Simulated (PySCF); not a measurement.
## Basis-set dependence of population analyses: Cl3Si(SH)

Compound: Cl3Si(SH), Cl3HSSi.
Bonds: S1–Si2, Si2–Cl3, Si2–Cl4, Si2–Cl5. Hydrogens: H6 on S1.

PBE0 throughout (PySCF), one geometry, spherical d and f functions. Geometry: PBE0-D3(BJ)/def2-SVP; no solvent, vibrations or thermal averaging. Atoms taken as equivalent share a column and are averaged.

Mulliken charges (e):

```csv
basis,functions,S1,Si2,Cl3/Cl4/Cl5,H6
STO-3G,46,+0.015,+0.799,-0.279,+0.023
6-31G,67,-0.097,+0.434,-0.148,+0.109
pcSseg-0,67,-0.331,+0.933,-0.273,+0.216
6-31G*,92,-0.194,+0.531,-0.162,+0.150
def2-SVP,95,-0.199,+0.685,-0.201,+0.117
cc-pVDZ,95,-0.157,+0.509,-0.161,+0.130
pcSseg-1,125,-0.276,+0.851,-0.250,+0.176
aug-cc-pVDZ,144,-0.362,+1.169,-0.332,+0.188
"6-311+G(2d,p)",181,-0.088,+0.305,-0.121,+0.147
cc-pVTZ,184,-0.171,+0.545,-0.165,+0.119
def2-TZVP,191,-0.247,+0.607,-0.181,+0.183
IGLO-III,230,-0.251,+1.202,-0.324,+0.022
```

IAO charges (e):

```
        basis  functions      S1     Si2  Cl3/Cl4/Cl5      H6
       STO-3G         46  -0.074  +0.722       -0.233  +0.052
        6-31G         67  -0.212  +0.753       -0.223  +0.130
     pcSseg-0         67  -0.232  +0.761       -0.224  +0.142
       6-31G*         92  -0.244  +0.941       -0.269  +0.111
     def2-SVP         95  -0.260  +0.957       -0.271  +0.117
      cc-pVDZ         95  -0.259  +0.955       -0.273  +0.122
     pcSseg-1        125  -0.258  +0.959       -0.274  +0.121
  aug-cc-pVDZ        144  -0.266  +0.965       -0.276  +0.127
6-311+G(2d,p)        181  -0.264  +0.981       -0.279  +0.121
      cc-pVTZ        184  -0.272  +0.996       -0.283  +0.124
    def2-TZVP        191  -0.269  +1.004       -0.285  +0.119
     IGLO-III        230  -0.264  +0.981       -0.279  +0.120
```

Hirshfeld charges (e):

```tsv
basis	functions	S1	Si2	Cl3/Cl4/Cl5	H6
STO-3G	46	-0.017	+0.661	-0.229	+0.044
6-31G	67	-0.086	+0.329	-0.107	+0.077
pcSseg-0	67	-0.091	+0.350	-0.111	+0.075
6-31G*	92	-0.095	+0.317	-0.101	+0.080
def2-SVP	95	-0.089	+0.302	-0.094	+0.070
cc-pVDZ	95	-0.088	+0.316	-0.099	+0.071
pcSseg-1	125	-0.095	+0.333	-0.103	+0.072
aug-cc-pVDZ	144	-0.089	+0.318	-0.098	+0.065
6-311+G(2d,p)	181	-0.088	+0.304	-0.095	+0.069
cc-pVTZ	184	-0.089	+0.310	-0.096	+0.067
def2-TZVP	191	-0.090	+0.305	-0.095	+0.069
IGLO-III	230	-0.085	+0.298	-0.092	+0.064
```

Some averages cover members that differ in this geometry, most widely: Cl3/Cl4/Cl5, Mulliken in 6-311+G(2d,p) -0.137 to -0.110 e.

Problem. Which scheme is steadiest as the basis changes?

Solution. Largest range over the bases for any column: IAO 0.28 e, Hirshfeld 0.36 e, Mulliken 0.90 e. IAO charges move least and Mulliken charges most, counted in e. Without the minimal STO-3G basis the ranges are IAO 0.25, Hirshfeld 0.05, Mulliken 0.90 e.

Problem. How much do the charges still move between the two largest bases, def2-TZVP and IGLO-III?

Solution. At most, over all atoms: Mulliken 0.595 e, IAO 0.023 e, Hirshfeld 0.007 e.

Problem. What do the same runs give for the total energy, the frontier levels and the dipole moment?

Solution. 
```json
{"basis": "STO-3G", "energy (Eh)": "-2045.6163", "HOMO (eV)": "-5.68", "LUMO (eV)": "1.41", "μ (D)": "2.61"}
{"basis": "6-31G", "energy (Eh)": "-2068.0999", "HOMO (eV)": "-8.75", "LUMO (eV)": "-1.65", "μ (D)": "1.86"}
{"basis": "pcSseg-0", "energy (Eh)": "-2065.9143", "HOMO (eV)": "-8.93", "LUMO (eV)": "-1.52", "μ (D)": "1.94"}
{"basis": "6-31G*", "energy (Eh)": "-2068.2556", "HOMO (eV)": "-8.34", "LUMO (eV)": "-0.86", "μ (D)": "1.40"}
{"basis": "def2-SVP", "energy (Eh)": "-2067.7105", "HOMO (eV)": "-8.15", "LUMO (eV)": "-0.36", "μ (D)": "1.28"}
{"basis": "cc-pVDZ", "energy (Eh)": "-2068.3720", "HOMO (eV)": "-8.19", "LUMO (eV)": "-0.61", "μ (D)": "1.31"}
{"basis": "pcSseg-1", "energy (Eh)": "-2068.2715", "HOMO (eV)": "-8.41", "LUMO (eV)": "-0.78", "μ (D)": "1.41"}
{"basis": "aug-cc-pVDZ", "energy (Eh)": "-2068.3837", "HOMO (eV)": "-8.26", "LUMO (eV)": "-0.99", "μ (D)": "1.16"}
{"basis": "6-311+G(2d,p)", "energy (Eh)": "-2068.4221", "HOMO (eV)": "-8.23", "LUMO (eV)": "-0.98", "μ (D)": "1.19"}
{"basis": "cc-pVTZ", "energy (Eh)": "-2068.4590", "HOMO (eV)": "-8.24", "LUMO (eV)": "-0.70", "μ (D)": "1.16"}
{"basis": "def2-TZVP", "energy (Eh)": "-2068.4337", "HOMO (eV)": "-8.22", "LUMO (eV)": "-0.72", "μ (D)": "1.15"}
{"basis": "IGLO-III", "energy (Eh)": "-2068.4056", "HOMO (eV)": "-8.09", "LUMO (eV)": "-0.62", "μ (D)": "1.08"}
```

The dipole is fixed by the density alone, so its range of 1.53 D shows that the density itself changes with the basis, not only its division among atoms.
